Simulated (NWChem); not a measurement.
Molecule: CH$_{4}$CuO$_{2}$, doublet; SMILES C[O][Cu][OH]

```xyz
8

Cu    -0.0818     0.4643     0.0007
O      0.1395     2.2005    -0.0019
H      1.0554     2.5018     0.0068
O     -0.4595    -1.2451    -0.0026
C      0.3468    -2.3636    -0.0004
H      1.0356    -2.3843     0.8689
H     -0.2592    -3.2879     0.0301
H      0.9875    -2.4150    -0.9046
```
Atoms are numbered in this order, from 1.

Computed with NWChem. Pople sets run with spherical d functions. Spin-unrestricted. The geometry was optimised at PBE0/def2-SVP, spin-unrestricted. Not confirmed as a minimum by frequencies. This spin state was assumed; another may lie lower. No stability test was run on the SCF state. B3LYP is NWChem's, with the RPA form of VWN correlation. Vzz is the largest principal value of the second derivative of the potential at the nucleus (NWChem prints the opposite sign); η is the asymmetry. Non-relativistic.

| level | Vzz Cu1 (a.u.) | η Cu1 | Vzz O2 (a.u.) | η O2 | Vzz O4 (a.u.) | η O4 |
|---|---|---|---|---|---|---|
| CAM-B3LYP/6-31G* | -2.051 | 0.38 | 1.160 | 0.03 | 1.344 | 0.50 |
| B3LYP/def2-TZVP | 1.437 | 0.18 | 1.104 | 0.29 | -1.278 | 0.98 |
| B3LYP/def2-SVP | 1.154 | 0.97 | 1.141 | 0.39 | 1.262 | 0.98 |
